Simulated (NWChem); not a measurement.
Isomers of C₃H₄Cl₂Si, each optimised at PBE0/def2-SVP with NWChem, gas phase unless a solvent is named. Flexible species stand in one conformer each, which need not be the lowest. 

A: C(=C=C(Cl)[SiH3])Cl
B: C=C=C(Cl)[SiH2]Cl
C: C#C[Si](C)(Cl)Cl

Question: Rank them by orbital gap (eV), PBE0/def2-SVP, lowest first.

Answer: A (6.41), B (6.60), C (8.04)
